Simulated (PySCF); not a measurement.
C4H8F2O2.
Numbering: `[CH3:1][O:2][C@H:3]([CH2:4][F:5])[O:6][CH2:7][F:8]` (hydrogens: H9, H10, H11 on C1; H12 on C3; H13, H14 on C4; H15, H16 on C7)

The same species was optimised twice, with GFN2-xTB and with PBE0-D3(BJ)/def2-SVP (PySCF), and the same property calculations (PySCF, gas phase) were run on both structures.

```
     coordinate  GFN2-xTB  PBE0-D3(BJ)/def2-SVP  change
      C3–C4 (Å)     1.535                 1.514  -0.021
      O2–C3 (Å)     1.401                 1.390  -0.011
      C3–O6 (Å)     1.406                 1.395  -0.011
      C1–O2 (Å)     1.412                 1.404  -0.008
      C7–F8 (Å)     1.375                 1.369  -0.006
      O6–C7 (Å)     1.376                 1.374  -0.002
   C1–O2–C3 (°)     114.4                 115.9    +1.5
   O2–C3–C4 (°)     113.4                 112.1    -1.3
   O2–C3–O6 (°)     108.1                 109.0    +0.9
   C4–C3–O6 (°)     106.0                 105.4    -0.6
   C3–O6–C7 (°)     115.0                 115.3    +0.3
   O6–C7–F8 (°)     110.6                 110.8    +0.2
C1–O2–C3–C4 (°)       -75                   -93     -18
O2–C3–C4–F5 (°)        86                    65     -21
O2–C3–O6–C7 (°)       -63                   -63       0
C3–O6–C7–F8 (°)       -72                   -71      +1
```

Rotational constants: A = 2922, B = 1243, C = 1024 MHz (GFN2-xTB) against A = 3089, B = 1260, C = 1033 MHz (PBE0-D3(BJ)/def2-SVP). Point groups within 0.08 Å: C1 and C1. End groups have turned between the structures, so F5, H13, H14 are left out of the comparison.

On the GFN2-xTB structure: lowest singlet, TDDFT (eV) 7.76 [CAM-B3LYP/def2-SVPD]; lowest triplet, Tamm–Dancoff (eV) 7.59 [CAM-B3LYP/def2-SVPD]; isotropic polarisability (au) 60.9 [CAM-B3LYP/def2-SVPD]; HOMO (eV) -9.49 [CAM-B3LYP/def2-SVPD]; LUMO (eV) 1.30 [CAM-B3LYP/def2-SVPD]; dipole (D) 1.51 [CAM-B3LYP/def2-SVPD]; HOMO (eV) -7.86 [PBE0/pcSseg-1]; LUMO (eV) 1.60 [PBE0/pcSseg-1]; dipole (D) 1.49 [PBE0/pcSseg-1]; GIAO shielding of C1 (ppm) 129.7 [PBE0/pcSseg-1]; GIAO shielding of O2 (ppm) 284.0 [PBE0/pcSseg-1]; GIAO shielding of C3 (ppm) 83.2 [PBE0/pcSseg-1]; GIAO shielding of C4 (ppm) 93.7 [PBE0/pcSseg-1]; GIAO shielding of F5 (ppm) 424.4 [PBE0/pcSseg-1]; GIAO shielding of O6 (ppm) 210.3 [PBE0/pcSseg-1]; GIAO shielding of C7 (ppm) 84.9 [PBE0/pcSseg-1]; GIAO shielding of F8 (ppm) 360.4 [PBE0/pcSseg-1].

**Question.** What do these properties become on the PBE0-D3(BJ)/def2-SVP structure?

**Answer.** 
| property | level | on GFN2-xTB | on PBE0-D3(BJ)/def2-SVP | change |
| --- | --- | --- | --- | --- |
| lowest singlet, TDDFT (eV) | CAM-B3LYP/def2-SVPD | 7.76 | 7.76 | 0.00 |
| lowest triplet, Tamm–Dancoff (eV) | CAM-B3LYP/def2-SVPD | 7.59 | 7.59 | 0.00 |
| isotropic polarisability (au) | CAM-B3LYP/def2-SVPD | 60.9 | 61.0 | +0.1 |
| HOMO (eV) | CAM-B3LYP/def2-SVPD | -9.49 | -9.49 | 0.00 |
| LUMO (eV) | CAM-B3LYP/def2-SVPD | 1.30 | 1.28 | -0.02 |
| dipole (D) | CAM-B3LYP/def2-SVPD | 1.51 | 0.93 | -0.58 |
| energy, GFN2-xTB geometry as zero (kcal/mol) | CAM-B3LYP/def2-SVPD | 0.0 | -1.2 | -1.2 |
| HOMO (eV) | PBE0/pcSseg-1 | -7.86 | -7.87 | -0.01 |
| LUMO (eV) | PBE0/pcSseg-1 | 1.60 | 1.56 | -0.04 |
| dipole (D) | PBE0/pcSseg-1 | 1.49 | 0.93 | -0.56 |
| energy, GFN2-xTB geometry as zero (kcal/mol) | PBE0/pcSseg-1 | 0.0 | -1.2 | -1.2 |
| GIAO shielding of C1 (ppm) | PBE0/pcSseg-1 | 129.7 | 125.9 | -3.8 |
| GIAO shielding of O2 (ppm) | PBE0/pcSseg-1 | 284.0 | 289.5 | +5.5 |
| GIAO shielding of C3 (ppm) | PBE0/pcSseg-1 | 83.2 | 87.2 | +4.0 |
| GIAO shielding of C4 (ppm) | PBE0/pcSseg-1 | 93.7 | 95.4 | +1.7 |
| GIAO shielding of F5 (ppm) | PBE0/pcSseg-1 | 424.4 | 435.2 | +10.8 |
| GIAO shielding of O6 (ppm) | PBE0/pcSseg-1 | 210.3 | 216.3 | +6.0 |
| GIAO shielding of C7 (ppm) | PBE0/pcSseg-1 | 84.9 | 86.6 | +1.7 |
| GIAO shielding of F8 (ppm) | PBE0/pcSseg-1 | 360.4 | 361.8 | +1.4 |

The heavy atoms differ by 0.171 Å rms after alignment. Among the bonds compared C3–C4 changes most (-0.021 Å). Changes are differences of the printed values. Neither structure is proved a minimum here.

The values belong to the conformer `[CH3:1][O:2][C@H:3]([CH2:4][F:5])[O:6][CH2:7][F:8]`: C1–O2–C3–C4 -93°, O2–C3–C4–F5 65°, O2–C3–O6–C7 -63°, C3–O6–C7–F8 -71°.
